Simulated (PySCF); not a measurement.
**Electronic structure of Se⁺ (selenium, charge +1) at the UHF level**

Configuration: [Ar] 3d10 4s2 4p3, high-spin 4S determinant. Computed with PySCF 2.14 in def2-TZVPPD (7s6p5d1f, 57 functions), with no relativity, point nucleus.

* Total energy: -2399.512074 hartree
* One-electron energy: -3330.7229 hartree
* Hartree (Coulomb) energy: 1016.5341 hartree
* Exchange energy: -85.3233 hartree
* Kinetic energy: 2399.45698 hartree
* ⟨S²⟩: 3.7508
* ⟨L²⟩: 0.000
* Sum of ⟨r⟩: 22.43 bohr
* Sum of ⟨r²⟩: 31.26 bohr²
* Density at the nucleus (Gaussians lack the cusp): 26400 bohr⁻³
* Spin density at the nucleus: -0.370 bohr⁻³
* Langevin diamagnetic susceptibility: -24.8 ×10⁻⁶ cm³/mol

| shell | electrons | mean orbital energy (hartree) | rms radius, mean of both spins (bohr) |
| --- | --- | --- | --- |
| 1s α | 1 | -461.25304 | 0.0521 |
| 1s β | 1 | -461.24134 | 0.0521 |
| 2s α | 1 | -61.05141 | 0.216 |
| 2s β | 1 | -61.04584 | 0.216 |
| 2p α | 3 | -54.65439 | 0.191 |
| 2p β | 3 | -54.64181 | 0.191 |
| 3s α | 1 | -9.32201 | 0.623 |
| 3s β | 1 | -9.29962 | 0.623 |
| 3p α | 3 | -7.05438 | 0.641 |
| 3p β | 3 | -7.02392 | 0.641 |
| 3d α | 5 | -3.03451 | 0.692 |
| 3d β | 5 | -3.01927 | 0.692 |
| 4s α | 1 | -1.32161 | 1.94 |
| 4s β | 1 | -1.01179 | 1.94 |
| 4p α | 3 | -0.78734 | 2.27 |

Spin-orbit constants ζ (cm⁻¹) from the X2C one-electron operator on these orbitals (non-relativistic here): bare nucleus, nucleus screened by l(l+1)(2l+1)/3 electrons, and screened by the Breit-Pauli mean field of the electrons.

| shell | bare | screened nucleus | mean field |
| --- | --- | --- | --- |
| 2p | 215600 | 202900 | 196800 |
| 3p | 30000 | 28240 | 27200 |
| 3d | 3881 | 2740 | 2554 |
| 4p | 2125 | 2000 | 1913 |
